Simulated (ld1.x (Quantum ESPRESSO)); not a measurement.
**Varying the TM potential for Ir (Z = 77)**

Base potential:

```json
{
 "Element": "iridium",
 "Generator": "ld1.x (Quantum ESPRESSO) 7.5",
 "Type": "norm-conserving Troullier–Martins (Kleinman–Bylander form)",
 "Functional": "PBEsol",
 "Relativity": "non-relativistic",
 "Frozen core": "[Xe]",
 "Valence charge": "23",
 "Reference configuration": "4f14 5d7 6s2 6p0",
 "Partial waves": "6s (bound): rc 2.35 bohr; 6p (bound, empty): rc 2.55 bohr; 5d (bound): rc 1.70 bohr; 4f (bound): rc 1.05 bohr",
 "Local potential": "all-electron potential smoothed inside 1.90 bohr (lloc = -2)",
 "Core correction": "Bessel-smoothed model core inside 0.95 bohr"
}
```

All-electron outer shells of the reference configuration (PBEsol, non-relativistic, ld1.x):

| shell | level (eV) | outermost node (bohr) | outermost maximum (bohr) |
| --- | --- | --- | --- |
| 5s | -78.99 | 0.55 | 0.98 |
| 4f | -74.20 | – | 0.39 |
| 5p | -51.07 | 0.56 | 1.04 |
| 5d | -8.95 | 0.59 | 1.28 |
| 6s | -5.12 | 1.29 | 2.70 |
| 6p | -1.39 | 1.45 | 3.56 |

Cutoffs, loose and tight: the cutoffs (Ry, on a coarse ladder) from which the occupation-weighted sum of valence levels, in a spherical-Bessel basis at the reference potential, stays within 10 and 1 mRy of its value at 400 Ry. They do not see the model core or the augmentation charge, which bear on the density cutoff. Test errors are all-electron minus pseudo excitation energies from the reference, over the configurations 4f14 5d7 6s1 6p0; 4f14 5d7 6s0 6p0; 4f14 5d6 6s0 6p0; 4f14 5d7.5 6s1.5 6p0; 4f13 5d7 6s2 6p0; 4f14 5d7 6s0 6p2; 4f13 5d8 6s1 6p0. A dash means not determined; rows that change the core or the reference have their own tests. The largest error is taken over the tests solved by every variant that gives reliable tests at all: 4f14 5d6 6s0 6p0; 4f14 5d7 6s0 6p0; 4f14 5d7 6s0 6p2.

A true bound ghost makes a file unfit for plane-wave use even where its test errors are small: the radial tests pick states by their node count and pass the ghost by. Where a test does run into it, the solver fails or the error is huge.

Cutoffs are not given where the Bessel-basis levels miss the radial ones by over 6 mRy, ghosts where they miss by over 20 mRy; a channel whose overlap is not positive is not tested.

On the changes marked as counting shells twice: ld1.x takes every shell without a wave as core, so the model core holds the marked electrons as well and exchange and correlation see them twice. This cancels in the reference configuration, but the file is broken for other ones, and its errors say nothing about a proper core correction.

| change | outcome | cutoff, loose | cutoff, tight | bound ghosts | largest test error (meV) |
| --- | --- | --- | --- | --- | --- |
| base | generated | over 300 Ry | over 300 Ry | s | -80 |
| wave 5d (bound): rc 1.70 bohr becomes 5d (bound): rc 1.08 bohr | generated | over 300 Ry | over 300 Ry | s | -80 |
| all radii but the core radius scaled by about 1.11 (s 2.60, p 2.82, d 1.88, f 1.16 bohr); local potential all-electron potential smoothed inside 2.10 bohr (lloc = -2) | generated | over 300 Ry | over 300 Ry | none | -81 |
| wave 4f (bound): rc 1.05 bohr becomes 4f (bound): rc 0.84 bohr | generated | – | – | s | -80 |
| reference 4f14 5d7 6s1 6p1 | generated | over 300 Ry | over 300 Ry | s | -22 over the solved tests; 2 of 7 tests not solved or not reliable |
| functional PBE | generated | over 300 Ry | over 300 Ry | s | -81 |
| wave 6s (bound): rc 2.35 bohr becomes 6s (bound): rc 2.58 bohr | generated | over 300 Ry | over 300 Ry | s | -72 |
| core [Kr] 4d10 4f14, valence charge 17; reference 5s2 5p6 5d7 6s1 6p1; waves now 5s (bound): rc 1.40 bohr; 5d (bound): rc 1.75 bohr; 5f channel at -0.2 Ry: rc 1.65 bohr; 5p (bound): rc 1.90 bohr; local potential the p channel; core correction a·sin(br)/r model core, default radius (core density twice the valence density) (6p, 6s counted twice) | generated, misses its reference levels by 0.41 eV | 80 Ry | 140 Ry | none | -3005 |
| local potential all-electron potential smoothed inside 2.46 bohr (lloc = -2) | generated | over 300 Ry | over 300 Ry | none | -119 |
| core correction Bessel-smoothed model core inside 0.64 bohr | generated | over 300 Ry | over 300 Ry | s | -80 |
